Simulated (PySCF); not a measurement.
4,4-dichlorobut-1-ene (C4H6Cl2), SMILES C=CCC(Cl)Cl. Heavy atoms are numbered as in [CH2:1]=[CH:2][CH2:3][CH:4]([Cl:5])[Cl:6]. Hydrogens are named by the atom that carries them.

The structure is a stationary point at ωB97X-D3(BJ)/def2-SVP. Other conformers were not sampled.

These are PBE/def2-TZVP in PySCF values and carry that method's errors.

Atomic charges (e), one atom of each kind:

```tsv
atom	meta-Löwdin	Mulliken
C1 (CH2)	-0.26	___
C2 (CH)	-0.11	-0.13
C3 (CH2)	-0.21	___
C4 (CH)	-0.03	0.01
Cl5	-0.09	___
H on C1	0.13	0.12
H on C2	0.12	___
H on C3	0.13	0.12
H on C4	0.15	0.15
```

Task: What belongs in the gaps? (An estimate is asked for; the answer gives what the named calculation found.)

Result: 
- C1 (CH2), Mulliken: -0.26
- C3 (CH2), Mulliken: -0.15
- Cl5, Mulliken: -0.11
- H on C2, Mulliken: 0.12

Computed Mayer and Wiberg (Löwdin basis) orders of the bonds:
```csv
bond,Mayer,Wiberg
C1–C2,1.96,2.18
C2–C3,0.98,1.22
C3–C4,1.00,1.25
C4–Cl5,1.10,1.64
C4–Cl6,1.11,1.65
```
